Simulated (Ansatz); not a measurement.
```yaml
crystal:
  periodic: [false, false, false]
  atoms:
    - {symbol: Br, position_ang: [-1.845878, 0.832938, -0.122816]}
    - {symbol: B, position_ang: [-0.611768, 0.348309, -0.253471]}
    - {symbol: C, position_ang: [0.310266, 0.468019, 0.226065]}
    - {symbol: Si, position_ang: [0.119676, -0.754087, -0.238843]}
    - {symbol: H, position_ang: [0.910076, 0.676499, -0.189535]}
    - {symbol: H, position_ang: [0.334337, 0.741189, 0.825426]}
    - {symbol: H, position_ang: [0.755194, -0.930937, -0.841694]}
    - {symbol: H, position_ang: [-0.036033, -1.566282, 0.389729]}
basis:
  gaussian: {orbitals: "6-31G*"}
hamiltonian: {xc: {name: LC-wPBE}}
output: {forces: true}
```

```sh
$ ansatz run in.yaml --threads 2 --pin off --events-out ev --progress --plain --max-ram 4352MiB
```

It prints (some lines left out):

```
Functional definition: LC-wPBE
1040 factors; their error is unknown
315 factors; integrals over basis functions are off by at most 6.5e-6 eV
mean field evaluation 1: about -79610.5852 eV, gradient 8.7e1 eV
mean field evaluation 2: about -79614.7854 eV, gradient 7.0e1 eV
mean field evaluation 4: about -79624.2231 eV, gradient 2.0e0 eV
mean field evaluation 8: about -79624.2281 eV, gradient 4.8e-2 eV
mean field evaluation 16: about -79624.1691 eV, gradient 2.1e-4 eV
mean field -79624.16905498 eV, -2926.1342415704 hartree, gradient 8.0e-5 eV, S^2 0.000000; 0 other end points of the search recorded, 0 dependent functions left out
reference -79624.16905499 eV, -2926.1342415706 hartree; 32, 32 occupied and 60, 60 virtual orbitals, 1040 factors
Total energy: -79624.16905499 eV, -2926.1342415706 hartree
Atom 0 at    -1.845878     0.832938    -0.122816 Å, force   -44.739648    18.005966     4.417323 eV/Å
Atom 1 at    -0.611768     0.348309    -0.253471 Å, force   -17.004670     5.628081   -24.825268 eV/Å
Atom 2 at     0.310266     0.468019     0.226065 Å, force    17.873400     2.888016    -4.682944 eV/Å
Atom 3 at     0.119676    -0.754087    -0.238843 Å, force   -14.522704   -31.209090     4.842458 eV/Å
Atom 4 at     0.910076     0.676499    -0.189535 Å, force    25.504470     8.535929   -16.490179 eV/Å
Atom 5 at     0.334337     0.741189     0.825426 Å, force     2.645602    26.165566    54.580056 eV/Å
Atom 6 at     0.755194    -0.930937    -0.841694 Å, force    34.414996   -10.415203   -32.825562 eV/Å
Atom 7 at    -0.036033    -1.566282     0.389729 Å, force    -4.171446   -19.599265    14.984116 eV/Å
Dipole moment:     0.261599     0.116511     0.082019 e Å
```

Problem. What is wrong with this run?

Solution. The geometry is squeezed to about two thirds of its size. Self-consistency was reached. The result belongs to that input, not to the molecule as meant.
